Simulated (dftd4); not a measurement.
selenium dioxide (O2Se), singlet, at a GFN2-xTB geometry; D4 for pbe0 run with dftd4.

Here is a job for dftd4.
```
$ dftd4 mol.xyz --func pbe0 --charge 0 --json dftd4.json --noedisp --grad

# file mol.xyz
3

O     -1.30858110     0.55019170     0.03169236
Se     0.01459899    -0.28855533    -0.02417049
O      1.24653537     0.67616846     0.07103224
```

Question: Predict the main parts of the log of this dftd4 run.

Answer: 
```
                    ____  _____ _____     ____  _  _
      -------------|  _ \|  ___|_   _|---|  _ \| || |------------
     |             | | | | |_    | | ___ | | | | || |_           |
     |             | |_| |  _|   | ||___|| |_| |__   _|          |
     |             |____/|_|     |_|     |____/   |_|            |
     |             ===================================           |
     |            E. Caldeweyher, S. Ehlert & S. Grimme          |
     |          Mulliken Center for Theoretical Chemistry        |
     |                    University of Bonn                     |
      -----------------------------------------------------------

Rational (Becke-Johnson) damping: pbe0-D4-ATM
---------------------
  s6         1.0000
  s8         1.2007
  s9         1.0000
  a1         0.4009
  a2         5.0293
 alp        16.0000
--------------------

Dispersion energy:      -1.5276382781666E-03 Eh

Gradient norm:           9.8718375745240E-05 Eh/a0
--------------------------------------------------
     #    Z           dE/dx      dE/dy      dE/dz
--------------------------------------------------
     1    8 O    -5.597E-05  2.216E-05  1.240E-06
     2   34 Se    2.515E-06 -4.972E-05 -4.165E-06
     3    8 O     5.345E-05  2.756E-05  2.925E-06
--------------------------------------------------

Virial:
--------------------------------------------------
      component           x          y          z
--------------------------------------------------
          x       2.644E-04  8.738E-06  3.708E-06
          y       8.738E-06  8.536E-05  7.297E-06
          z       3.708E-06  7.297E-06  6.571E-07
--------------------------------------------------

[Info] Dispersion results written to 'dftd4.txt'
[Info] JSON dump of results written to 'dftd4.json'
```
